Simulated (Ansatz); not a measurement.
## Redistribution: C2H3Br + C5H12 → C3H6 + C4H9Br

Species: C2H3Br (vinyl bromide) `C=CBr`, singlet; C5H12 (neopentane) `CC(C)(C)C`, singlet; C3H6 `C=CC`, singlet; C4H9Br (2-bromo-2-methylpropane) `CC(C)(C)Br`, singlet. The partners trade Br for CH3; both sit on C, so the bond types are kept.

Shapes, held fixed at every level: PBE0-D4/def2-TZVP. Programs: Ansatz 0.2.0. Electronic energies: no zero-point or thermal term.

Question: Estimate ΔE of this reaction.

Answer: The highest level, CCSD(T)/def2-TZVPP, gives ΔE = -19.5 kJ/mol; the levels span -27.9 to -19.3. The column of differences is taken from that level and isn't an error. No measured value is set beside it here. Relativity is left out for Br. Outer-core shells of Br are correlated in most correlated rows, in sets that cover them unevenly.

```csv
level,kind,ΔE (kJ/mol),less CCSD(T)/def2-TZVPP
HF/def2-SVP,Hartree–Fock,-27.9,-8.4
r2SCAN-D4/def2-TZVPP,meta-GGA,-21.6,-2.1
r2SCAN0-D4/def2-TZVPP,global hybrid,-21.9,-2.4
wB97M-V/def2-TZVPP,range-separated hybrid,-20.7,-1.2
MP2/def2-TZVPP,perturbation theory,-20.2,-0.7
CCSD(T)/def2-SVP,coupled cluster or CI,-19.3,+0.2
CCSD/def2-SVP,coupled cluster or CI,-19.5,0.0
CCSD(T)/def2-TZVPP,coupled cluster or CI,-19.5,0.0
```
